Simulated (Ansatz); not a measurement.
CCSD(T) forces

BNH3I (SMILES NBI), closed shell, displaced at random from a GFN2-xTB minimum.

```
6
angstrom
N -0.1053 -0.7839 0.1397
B 0.3154 0.5326 -0.0200
I -1.0554 1.9887 -0.7364
H -1.0513 -1.0921 -0.0791
H 0.4617 -1.5122 0.4853
H 1.3963 0.8537 0.2889
```

Computed with Ansatz 0.2.0 (basis: def2-TZVPP); correlated methods freeze the cores. Filled d shells of the heavier atoms are correlated. Core potentials replace the inner electrons of the atoms past krypton. The def2 sets are not built for correlating such inner shells, so the correlated values are less sure here. B3LYP uses VWN-RPA correlation.

CCSD(T) forces from the calculation:
```json
{"atom": "N1", "Fx": "-1.244", "Fy": "0.501", "Fz (eV/Å)": "-0.534"}
{"atom": "B2", "Fx": "-0.294", "Fy": "-0.466", "Fz (eV/Å)": "0.200"}
{"atom": "I3", "Fx": "-0.118", "Fy": "0.179", "Fz (eV/Å)": "-0.115"}
{"atom": "H4", "Fx": "0.471", "Fy": "0.239", "Fz (eV/Å)": "0.059"}
{"atom": "H5", "Fx": "0.751", "Fy": "-0.615", "Fz (eV/Å)": "0.375"}
{"atom": "H6", "Fx": "0.433", "Fy": "0.162", "Fz (eV/Å)": "0.014"}
```

(1) Which atom feels the largest CCSD(T) force, and how large is it?

The T1 diagnostic stays at or below 0.011.

Results:

(1) N1, 1.44 eV/Å, along (-0.86, 0.35, -0.37).

Root-mean-square difference of the force components from those of CCSD(T): PBE0-D4 0.127; wB97M-V 0.101; r2SCAN-D4 0.098; PBE-D4 0.166; r2SCAN0-D4 0.158; B3LYP-D4 0.138 eV/Å.

For scale, one of the runs: CCSD(T)/def2-TZVPP forces, 154 basis functions (an equivalent command: `ansatz run in.yaml --threads 4`). Hardware: 4 CPU threads, shared host. Wall time 110 s; peak host memory 2.3 GiB.
